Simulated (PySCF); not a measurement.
Species: C3H7FSi2.
Bonds: F1–C2, C2–Si3, Si3–C4, C4–C5 (triple), C5–Si6. Hydrogens: H7, H8 on C2; H9, H10 on Si3; H11, H12, H13 on Si6.

Method used: core-valence-separated Tamm–Dancoff BHandHLYP/aug-pcX-1 (pcseg-1 on H, def2-SVPD on Si) in PySCF, non-relativistic, gas phase, PBE0-D3(BJ)/def2-SVP geometry. BHandHLYP without relativity tends to put these K edges a few eV too low, so spacings mean more than positions.

**Question.** What does the F 1s absorption edge look like?

**Answer.** 
| E (eV) | f | core hole on | main final orbital |
| --- | --- | --- | --- |
| 684.66 | 0.0286 | F1 | spread |
| 686.27 | 0.0036 | F1 | LUMO (48 %) |
| 686.97 | 0.0006 | F1 | LUMO+1 (96 %) |
| 687.22 | 0.0010 | F1 | LUMO+2 (41 %) |
| 687.64 | 0.0031 | F1 | spread (2 roots, f summed) |
| 687.89 | 0.0099 | F1 | spread |

The first line with a tenth or more of the strongest one's intensity is at 684.66 eV (f = 0.029), with the hole on F1 (alkyl fluorine). It is also the strongest listed.

**Question.** List the carbon K-edge absorption lines.

**Answer.** 
```
E (eV)       f  core hole on               main final orbital            polarisation
282.47  0.0834            C5                      LUMO (81 %)  across the triple bond
282.51  0.0908            C4  LUMO/LUMO+1 (2 roots, f summed)  across the triple bond
282.56  0.0255            C5                    LUMO+1 (84 %)  across the triple bond
286.09  0.0477            C2                    LUMO+3 (47 %)                       –
286.11  0.0083       C4 + C5                    LUMO+2 (57 %)                       –
286.15  0.0002       C4 + C5                    LUMO+2 (53 %)                       –
286.44  0.0189       C4 + C5       spread (2 roots, f summed)                       –
286.87  0.0068            C4                    LUMO+6 (42 %)                   mixed
286.96  0.0104            C5                           spread  across the triple bond
287.05  0.0087            C5                           spread  across the triple bond
287.15  0.0094            C2                      LUMO (82 %)                       –
287.27  0.0105            C4                    LUMO+7 (49 %)  across the triple bond
287.36  0.0003            C4                    LUMO+5 (46 %)                       –
```

The first line with a tenth or more of the strongest one's intensity is at 282.47 eV (f = 0.083), with the hole on C5 (alkyne carbon), polarised across the triple bond: a 1s→π* resonance. The strongest listed is at 282.51 eV (f = 0.091, sum of 2; C4, 1s→π*).

Roots within 0.03 eV whose holes lie on the same, on equivalent or on shared atoms are summed into one line, and the highest roots are left out, as the search may have cut off their partners. Final orbitals are the ground state's empty Kohn–Sham orbitals. A dash: too weak, shared between unlike atoms, or no plane or axis to refer to.

**Question.** What is the summed oscillator strength of the listed F K lines, and their intensity-weighted mean energy?

**Answer.** Σf = 0.047 over 6 lines from 684.66 to 687.89 eV; the weighted mean is 685.75 eV. The strongest line holds 61 % of the sum.

Only the lowest roots of each edge were sought.

Cost: about 24 s of CPU time on one thread; the machine was shared, so the figure is rough.

The values belong to the conformer `[F:1][CH2:2][SiH2:3][C:4]#[C:5][SiH3:6]`: F1–C2–Si3–C4 180°.
